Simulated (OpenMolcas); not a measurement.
# V2+: effect of the metal basis

V2+ with its 6 nearest fluoride ions at 2.118 Å, on the Cd site of idealised cubic KCdF3 (a = 4.302 Å, distance in the model lattice 2.151 Å). The rest of the host is ab initio model potentials to 7.6 Å and point charges beyond; the distance is set by hand and nothing relaxes.

```yaml
Program: OpenMolcas 26.06
Method: CASSCF
Spin-orbit_coupling: state interaction with AMFI integrals over the reference wave functions
```

Fixed: ligand basis ANO-RCC-VDZP, active space 3 electrons in 5 orbitals (3d), DKH2 Hamiltonian.

States (labels of O, the rotations of Oh). Energies in cm-1 above the lowest state or level, χT in cm3 K/mol; 10Dq and B are least-squares fits to the states below 45000 cm-1, weighted by degeneracy, with a free offset, and given where the rms deviation is under 5 % of |10Dq| (or 100 cm-1) and under 700 cm-1.

```json
{"Run": "A", "Metal basis": "ANO-RCC-VDZP", "Ground state": "4A2", "First state of that spin": "4T2 10370", "10Dq": "10862", "B (rms of fit)": "928 (169)", "First gap with spin-orbit (degeneracies)": "10302 (4, 2)", "χT at 300 K": "1.851", "First state of another spin": "2E 16660", "Cost": "roughly 23 core-seconds"}
{"Run": "B", "Metal basis": "ANO-RCC-VTZP", "Ground state": "4A2", "First state of that spin": "4T2 9950", "10Dq": "", "B (rms of fit)": "", "First gap with spin-orbit (degeneracies)": "9883 (4, 2)", "χT at 300 K": "1.852", "First state of another spin": "2E 16666", "Cost": "roughly 28 core-seconds"}
```

Against A, the first state of the same spin changes by -4.1 % in B.

Costs are those of the RASSCF and RASSI steps.

Without dynamic correlation the repulsion within the d shell is too large (B by tens of per cent), so at a given field states of lower spin stand too high. Ligand-to-metal charge-transfer states are missing. With no ligand orbital active B as a rule stays too high, so bands that hang on it stand too high and its fall with covalency is understated. With metal d orbitals alone and no dynamic correlation 10Dq can be off by a tenth to a fifth, either way, in oxide and fluoride hosts. No measured value stands beside these numbers; the geometry was set by hand and not optimised.
